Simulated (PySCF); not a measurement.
CS$_{2}$, charge +1, doublet, geometry from GFN2-xTB (a state made from the parent by changing its charge; the spin is typed, not shown lowest). Base run: PySCF with DF-TPSS/6-31G.

The PySCF input:
```python
from pyscf import gto, scf, dft

mol = gto.Mole()
mol.atom = '''
    S    -0.00000000   -0.00000000   -1.55963386
    C     0.00000000    0.00000000    0.00000000
    S     0.00000000    0.00000000    1.55963386
'''
mol.basis = '6-31g'
mol.charge = 1
mol.spin = 1
mol.verbose = 5
mol.build()

mf = dft.UKS(mol)
mf.xc = 'tpss'
mf = mf.density_fit(auxbasis='def2-universal-jkfit')
mf.kernel()
mf.analyze()
```

The base run was repeated with changes; each row names its change, and settings that it needs were set with it.

```
change                 basis functions      E (Eh)  HOMO (eV)  core-seconds (rough)
---------------------  ---------------  ----------  ---------  --------------------
base                                35  -834.07063     -13.71                     5
basis = STO-3G                      23  -825.00105     -11.63                     5
basis = pc-1                        50  -834.16350     -13.68                     7
basis = def2-SVP                    50  -833.90118     -13.73                     9
basis = def2-SV(P)                  50  -833.90118     -13.73                     9
basis = 6-31G**                     50  -834.14102     -13.58                     7
basis = aug-cc-pVDZ                 77           ?     -13.58                     9
basis = aug-pcseg-1                 77  -834.14064     -13.60                    10
basis = 6-311+G(2d,p)                ?           ?     -13.57                    10
basis = pcseg-2                      ?           ?     -13.58                    10
basis = def2-TZVP                    ?           ?     -13.57                    10
basis = cc-pV(T+d)Z                108  -834.23422     -13.58                    10
basis = aug-cc-pVTZ                146  -834.22972     -13.59                    20
```

Q: Complete the blanks.

A: 
- basis = aug-cc-pVDZ, E (Eh): -834.18924
- basis = 6-311+G(2d,p), basis functions: 97
- basis = 6-311+G(2d,p), E (Eh): -834.21299
- basis = pcseg-2, basis functions: 98
- basis = pcseg-2, E (Eh): -834.23356
- basis = def2-TZVP, basis functions: 105
- basis = def2-TZVP, E (Eh): -834.22311

Totals compare only among sets that treat the same electrons; sets with core potentials leave the core out.

Open shells are given as the SCF converged; they aren't shown to be the lowest states, and a large step between rows can be another state.
